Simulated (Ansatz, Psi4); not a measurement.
Here is a job for Ansatz (a first-principles code).
Ansatz 0.2 input:
```yaml
crystal:
  periodic: [false, false, false]
  atoms:
    - {symbol: C, position_ang: [-2.27314975, -0.92735090, -0.31781864]}
    - {symbol: O, position_ang: [-0.89153368, -0.76475197, -0.30457590]}
    - {symbol: Si, position_ang: [0.01879470, 0.30171243, 0.56011980]}
    - {symbol: C, position_ang: [-0.41433734, 2.11669430, 0.18789395]}
    - {symbol: O, position_ang: [1.53336288, 0.10005209, -0.00807647]}
    - {symbol: C, position_ang: [2.17956423, -1.07113937, -0.39841495]}
    - {symbol: H, position_ang: [-2.77974504, 0.01491483, -0.54257224]}
    - {symbol: H, position_ang: [-2.51783790, -1.65840423, -1.09001329]}
    - {symbol: H, position_ang: [-2.63045096, -1.29367249, 0.64835554]}
    - {symbol: H, position_ang: [-0.40713752, 2.28924205, -0.88724470]}
    - {symbol: H, position_ang: [-1.39942526, 2.36869412, 0.56743619]}
    - {symbol: H, position_ang: [0.30253740, 2.79012505, 0.64172654]}
    - {symbol: H, position_ang: [2.98617148, -0.79876014, -1.08128763]}
    - {symbol: H, position_ang: [1.49088979, -1.75239707, -0.90080548]}
    - {symbol: H, position_ang: [2.60477603, -1.57534139, 0.47398452]}
basis:
  gaussian:
    orbitals: STO-3G
magnetization: {spin_polarized: true, initial_magnetization: 1}
correlation: {method: mp2, electrons: outside_noble_gas}
accuracy: high
```

Question: Give the equivalent Psi4 input.

Answer: One answer among several that fit: 
```
memory 2 GB

molecule {
0 2
C    -2.27314975   -0.92735090   -0.31781864
O    -0.89153368   -0.76475197   -0.30457590
Si    0.01879470    0.30171243    0.56011980
C    -0.41433734    2.11669430    0.18789395
O     1.53336288    0.10005209   -0.00807647
C     2.17956423   -1.07113937   -0.39841495
H    -2.77974504    0.01491483   -0.54257224
H    -2.51783790   -1.65840423   -1.09001329
H    -2.63045096   -1.29367249    0.64835554
H    -0.40713752    2.28924205   -0.88724470
H    -1.39942526    2.36869412    0.56743619
H     0.30253740    2.79012505    0.64172654
H     2.98617148   -0.79876014   -1.08128763
H     1.49088979   -1.75239707   -0.90080548
H     2.60477603   -1.57534139    0.47398452
}

set {
  basis sto-3g
  reference uhf
  freeze_core true
  mp2_type conv
  scf_type pk
  puream true
  d_convergence 1e-8
}

energy('mp2')
print_variables()
```

Both were run: Ansatz gave -551.000075 Eh and Psi4 -551.000075 Eh, 0.000 mEh apart.
